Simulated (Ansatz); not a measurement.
**A ladder of methods for AlH2Br (SMILES [H][Al]([H])[Br])**

AlH2Br has 4 atoms, charge 0, and is taken as a singlet. As SMILES, `[H][Al]([H])[Br]`. The shape comes from GFN2-xTB, which is rough for such elements, and wasn't checked as a minimum.

Quantity: the electronic atomisation energy, in eV. The values are calculated. Electronic energies at fixed atoms, without zero-point motion or spin-orbit coupling.

```
         level                    kind  program  value (eV)  less FCI/STO-3G  CPU time (all runs)
     HF/STO-3G            Hartree–Fock   Ansatz       12.96            -0.61                0.3 s
 revPBE/STO-3G                     GGA   Ansatz       15.07            +1.50                2.7 s
 r2SCAN/STO-3G                meta-GGA   Ansatz       15.46            +1.89                7.7 s
r2SCAN0/STO-3G         hybrid meta-GGA   Ansatz       15.22            +1.65                6.4 s
  wB97X/STO-3G  range-separated hybrid   Ansatz       15.05            +1.48                 11 s
 B2PLYP/STO-3G           double hybrid   Ansatz       14.59            +1.02                2.9 s
   CCSD/STO-3G   coupled cluster or CI   Ansatz       13.55            -0.02                0.5 s
    FCI/STO-3G      exact in the basis   Ansatz       13.57             0.00                5.3 s
```

FCI/STO-3G is exact within its basis and frozen core, so for wave-function methods in that basis the difference is their error; functionals converge differently with the basis, so for them it is only a difference. All-electron rows without a relativistic Hamiltonian named are non-relativistic. The values span 12.96 to 15.46 eV. All rows use very small basis sets, so even the best lies far from the true value. In the correlated wave-function rows the outer d shell of Br is correlated, in sets not made for it. CPU times are rough (shared hosts, several kinds of processor): they show what a rung costs within a factor of a few.
